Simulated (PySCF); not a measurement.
## Assigning NMR signals

Cartesian coordinates in Å; atom numbers follow the order of the lines, from 1:
```xyz
13

C     3.5072    0.7482   -0.2664
C     2.4720    0.1373   -0.2398
Si    0.8683   -0.7735   -0.1404
F     1.2097   -2.2553   -0.7093
C    -0.5557    0.0515   -1.1003
C    -1.5265    0.2035   -0.1742
C    -2.7799    0.7753   -0.3827
N    -3.8273    1.2365   -0.5001
Si   -0.8203   -0.5427    1.4572
H     4.4176    1.2743   -0.3067
H    -0.6525    0.3712   -2.1279
H    -0.7030    0.4493    2.5290
H    -1.6140   -1.6749    1.9440
```

[PySCF 2.14.0 with density-fitted response routines: geometry from GFN2-xTB; shielding tensors at PBE0/pcSseg-1 (GIAO); no relativistic terms; no solvent model; a single conformation]

Referencing at the same level of theory: ¹³C (186.93 ppm), ¹H (31.72 ppm) against TMS.

Question: Assign these signals to the numbered atoms. ¹³C{¹H} NMR (computed): δ 191.2, 150.2, 121.0, 107.5, 85.7.

Answer: 
| δ (ppm) | atoms | environment | reason |
| --- | --- | --- | --- |
| 191.2 | C5 | alkene CH | – |
| 150.2 | C6 | fully substituted alkene carbon | an sp2 carbon of a C=C bond |
| 121.0 | C7 | nitrile carbon | this is the usual window of a C≡N carbon, which has no attached hydrogen |
| 107.5 | C1 | terminal alkyne carbon | – |
| 85.7 | C2 | alkyne carbon | sp carbons lie upfield of alkene carbons because the cylindrical π system leaves one tensor component strongly shielded |

Question: Assign these signals to the numbered atoms. ¹H NMR (500 MHz, computed): δ 8.14 (m, 1H), 5.20 (m, 1H), 5.13 (m, 1H), 2.37 (s, 1H).

Answer: 
| δ (ppm) | atoms | environment | reason |
| --- | --- | --- | --- |
| 8.14 | H11 | hydrogen on an alkene CH | – |
| 5.20 | H13 | hydrogen on a silicon bonded to C, Si, in a 4-membered ring | – |
| 5.13 | H12 | hydrogen on a silicon bonded to C, Si, in a 4-membered ring | – |
| 2.37 | H10 | hydrogen on a terminal alkyne carbon | it lies on the axis of the triple bond, in its shielding cone |

H13 and H12 lie closer than the usual error of such a calculation, so a measured spectrum could show them in the other order.

Splittings by ¹⁹F in the carbon and heteronuclear signals aren't shown, as no couplings were computed. Shifts are as computed. Against solution values, carbons near 30 ppm lie about +3 ppm off and those near 130 ppm about +5 ppm. Of 1309 compounds with measured shifts, 239 miss one by over three times the rms of a fit or turn the order of signals round; such compounds aren't used in these exercises. Multiplicities follow the n + 1 count of equivalent neighbours, as no J values were calculated; m marks all less simple cases, F and P coupling included.
